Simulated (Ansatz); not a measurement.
Reactions of C₂H₈SeSi, SMILES `CC[SiH2][SeH]`.

Gas-phase electronic energies from Ansatz, PBE0-D4/def2-TZVP geometries. CCSD(T)/CBS adds triple-zeta CCSD(T) − MP2 to the extrapolated MP2 energy (def2 sets, frozen cores). This one scheme is used for every species, atoms too. Functionals use def2-TZVPP. Open shells (•) are unrestricted, without spin–orbit coupling. Spin–orbit coupling would lower the free atoms: a little for C, Si; clearly for Se. Elements past krypton have def2 core potentials. Bonds to Ge, Se, Te are less sure, by a few kJ/mol each and by 10 to 20 or more in all where they break to atoms, as the def2 sets lack core-valence functions. Scalar relativity is left out up to krypton. One conformer a species, not always the lowest.

```csv
reaction,CCSD(T)/CBS(def2) (kJ/mol)
`CC[SiH2][SeH]` + `C[NH][Al]([Cl])[Cl]` → `CC[N](C)[Al]([Cl])[Cl]` + `[SiH3][SeH]`,61
`CC[SiH2][SeH]` + H₂Se → `[SeH][SeH]` + `CC[SiH3]`,70
`CC[SiH2][SeH]` + `[OH][GeH3]` → `[OH][GeH2][SeH]` + `CC[SiH3]`,?
`CC[SiH2][SeH]` + CH₃SH → `CS[SiH2][SeH]` + `CC`,-66
`CC[SiH2][SeH]` + CH₃SH → `CC[SiH2]CS` + H₂Se,?
`CC[SiH2][SeH]` + H₂S → `SC[SiH2][SeH]` + CH₄,6
`CC[SiH2][SeH]` + H₂Te → `[SeH][SiH2][TeH]` + `CC`,-67
`CC[SiH2][SeH]` + H₂ → `[SiH3][SeH]` + `CC`,?
`CC[SiH2][SeH]` → 2 C• + 8 H• + Se• + Si•,4138
`CC[SiH2][SeH]` + `OCF` → `FCO[SiH2][SeH]` + `CC`,-96
```

(1) Fill in the missing values. (Estimate.)

Largest T1 diagnostic: 0.012, for Si•.

Answers

(1) The calculation gave: `CC[SiH2][SeH]` + `[OH][GeH3]` → `[OH][GeH2][SeH]` + `CC[SiH3]`: -0.8 kJ/mol; `CC[SiH2][SeH]` + CH₃SH → `CC[SiH2]CS` + H₂Se: +69.8 kJ/mol; `CC[SiH2][SeH]` + H₂ → `[SiH3][SeH]` + `CC`: -20.4 kJ/mol.
